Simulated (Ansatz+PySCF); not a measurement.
Values are calculated unless marked as measured or tabulated.
## PySCF 2.14.0 run

```python
from pyscf import gto, scf, cc

mol = gto.M(atom="""
Be 0.000000 0.000000 -0.584170
H 0.000000 0.000000 2.336690
""", basis='6-31g', charge=0, spin=1)
mf = scf.UHF(mol)
mf.kernel()
mycc = cc.CCSD(mf, frozen=None).run()
et = mycc.ccsd_t()
print(mf.e_tot, mycc.e_corr, et, mycc.e_tot + et)
```

The script is written out from the run's settings.

The run gave:

```yaml
Converged: yes
Reference_energy: -15.06756 hartree
CCSD_correlation_energy: -0.04354 hartree
Triples_correction: -0.00004 hartree
Total_energy: -15.11115 hartree
```

Caution: bonds are stretched, where a single reference can fail; the unrestricted determinant is spin contaminated.
